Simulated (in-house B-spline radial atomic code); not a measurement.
The numbers below are computed, except where a source is named.
**Building a PAW d channel for Mo, r_c = 1.43 bohr**

Mo, [Kr] 4d5 5s1, non-relativistic LDA (VWN5), spherical and spin-unpolarised, from a B-spline radial code for spherical atoms (atomic units; all potentials screened as in the neutral atom).

Two all-electron partial waves φ1, φ2 are integrated outwards at E1 = ε(4d) = -0.153346 and E2 = E1 + 1.5 hartree; φ1 is the bound orbital and φ2 has unit norm inside r_c = 1.4273 bohr. Smooth partners are polynomials, r^3(a0 + a1 r² + a2 r⁴ + a3 r⁶), matched to φ and three derivatives at r_c, with no condition on the norm. The local potential is -16.4091 + (18.6243) r² + (-9.00001) r⁴ + (1.62645) r⁶ inside 1.1686 bohr and the all-electron one outside.

| wave | φ(r_c) | φ'(r_c) | a0 | a1 | a2 | a3 |
| --- | --- | --- | --- | --- | --- | --- |
| 1 | 0.7424594 | -0.05152919 | 1.450497 | -1.163783 | 0.3739388 | -0.04449707 |
| 2 | 0.6945636 | -2.303308 | 3.446093 | -3.236021 | 1.081092 | -0.1302873 |

Inside r_c the overlaps are <φi φj> = [[0.32993, 0.55811], [0.55811, 1.00000]] and, for the smooth waves, [[0.30018, 0.48546], [0.48546, 0.82478]]. With χj = (Ej − T − V_local) applied to smooth wave j, the program's quadrature gives the matrix B_ij = <smooth i, χj> as [[0.13961, 0.21474], [0.32371, 0.56141]].

Task: Check the match of the first wave, and find the augmentation charges q_ij.

Result: At r_c the four terms are 4.21757, -6.89364, 4.51240, -1.09388, which sum to 0.7425, φ1(r_c) to rounding. q_ij is the all-electron overlap less the smooth one: [[0.02974, 0.07264], [0.07264, 0.17522]]. The smooth first wave has a norm of 0.3002 inside r_c against 0.3299, and q11 > 0 puts back the missing charge.

Task: B isn't symmetric. Show that D_ij = B_ij + Ej q_ij is.

Result: Integrating by parts gives B12 − B21 = (E1 − E2) q12: 0.21474 − (0.32371) = -0.10896, and −1.5 × (0.07264) = -0.10896. So D12 = 0.21474 + (1.346654)(0.07264) = 0.31257 and D21 = 0.32371 + (-0.153346)(0.07264) = 0.31257; D11 = 0.13505, D22 = 0.79738. The projectors, p = (B⁻¹)ᵀ χ, are dual to the smooth waves; det B = 0.0089.

Solving (T + V_local + Σ p D p) ψ = E (1 + Σ p q p) ψ in a sphere of 9 bohr, whose wall lifts the free-atom level a little, gives these levels:

```csv
all-electron,one projector,two projectors
-0.153246,-0.153246,-0.153246
0.120510,0.120414,0.120510
0.419175,0.418392,0.419174
0.865655,0.862133,0.865653
1.452160,1.440600,1.452160
```

Task: What does the second projector gain?

Result: With one projector the errors are 0.00, -0.10, -0.78, -3.52, -11.56 millihartree. With two the errors are 0.00, 0.00, 0.00, 0.00, 0.00 millihartree. The scattering is exact at E1 and at E2 = 1.347, and over all levels compared the largest error is under 0.01 millihartree. The lowest eigenvalue of the overlap operator is 1 with one and 0.9743 with two projectors. The smooth orbital alone needs a cutoff of 16.4 hartree for 1 millihartree of kinetic energy, against 22.6 for a norm-conserving Troullier-Martins orbital of the same radius; part of the gain comes from giving up the norm, part from the simpler form.
